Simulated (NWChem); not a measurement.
Correlation energy of digermane (H6Ge2)

```xyz
8

Ge     1.2179     0.0515     0.0000
Ge    -1.2179    -0.0515     0.0000
H      1.7278     0.8119     1.2527
H      1.7301     0.7891    -1.2654
H      1.8209    -1.3781     0.0133
H     -1.7278    -0.8119     1.2527
H     -1.7301    -0.7891    -1.2654
H     -1.8209     1.3781     0.0133
```
Charge 0, spin multiplicity 1.

Program: NWChem. All single points use one geometry, from PBE/def2-SVP, a minimum by its harmonic frequencies.

Basis set: def2-SVP. Each correlation energy counts from its own Hartree-Fock reference.

The Hamiltonian is non-relativistic. The correlated methods keep 18 core orbitals frozen. Coupled-cluster values serve here as a point of comparison, not as the truth.

One of these methods gave a correlation energy of -479.4 mHa. Which?
(A) CR-CCSD[T]
(B) CCSD
(C) MP2
(D) SCS-MP2

C, MP2. The others give -461.4 (SCS-MP2), -515.3 (CR-CCSD[T]), -503.6 (CCSD).
